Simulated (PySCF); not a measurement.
Compound: SnEt3(SiH3), C6H18SiSn.
Structure used (PBE0-D3(BJ)/def2-SVP), in Å, numbered top down from 1:
```xyz
26
C6H18SiSn angstrom
Sn     0.0400    0.1052    0.0323
C     -0.0166    0.0416    2.2016
C     -1.4156   -0.1623    2.7666
H      0.4295    0.9794    2.5715
H      0.6581   -0.7711    2.5166
H     -1.4133   -0.1960    3.8692
H     -2.1008    0.6489    2.4714
H     -1.8634   -1.1067    2.4162
C      2.1016    0.1023   -0.6473
C      2.8637   -1.1514   -0.2392
H      2.5839    1.0093   -0.2465
H      2.0860    0.2144   -1.7434
H      3.9073   -1.1345   -0.5966
H      2.9002   -1.2730    0.8555
H      2.3982   -2.0632   -0.6484
C     -0.9922    1.8677   -0.7052
C     -1.1324    1.8901   -2.2212
H     -0.4372    2.7487   -0.3428
H     -1.9798    1.8966   -0.2170
H     -1.6587    2.7932   -2.5736
H     -0.1526    1.8701   -2.7255
H     -1.7015    1.0212   -2.5906
Si    -1.1273   -1.9964   -0.9074
H     -2.6155   -1.8282   -0.9543
H     -0.8387   -3.2056   -0.0705
H     -0.6642   -2.2943   -2.3015
```

Computed with PBE0-D3(BJ)/def2-SVP geometry optimisation, gas phase, def2 core potentials past Kr in PySCF.

Question: Which atoms are bound to Sn1, and at what distances?

Answer: 4 atoms: C9 2.171 Å, C2 2.171 Å, C16 2.172 Å, Si23 2.581 Å. The nearest atom not counted as bound is H5, at 2.71 Å (others tie with it).

Question: List the angles at Sn1.

Answer: 
```csv
angle,degrees,distance of the outer atoms (Å)
C2–Sn1–C16,110.5,3.57
C9–Sn1–C16,110.3,3.56
C2–Sn1–C9,109.7,3.55
C2–Sn1–Si23,109.2,3.88
C16–Sn1–Si23,108.8,3.87
C9–Sn1–Si23,108.3,3.86
```

Question: What is the shape at Sn1?

Answer: Tetrahedral: angles from 108.3° to 110.5°; τ4 = (360° − α − β)/141° = 0.99 with α and β the two widest (0 for a square, 1 for a tetrahedron).

Question: What are the other bond lengths?

Answer: C2–C3, C9–C10, C16–C17 1.523 Å; C2–H4 and 5 like bonds 1.102 Å; C3–H6 and 8 like bonds 1.103 Å; Si23–H24, Si23–H25, Si23–H26 1.499 Å.

Question: Give some angles away from the centre.

Answer: Sn1–C2–C3 113.5°.

Point group: near C3, missed by 0.17 Å at most; the miss may be what the optimiser left on a soft mode. Charge 0, singlet. PBE0-D3(BJ)/def2-SVP frequencies: not computed here.

One conformer stands for the species.
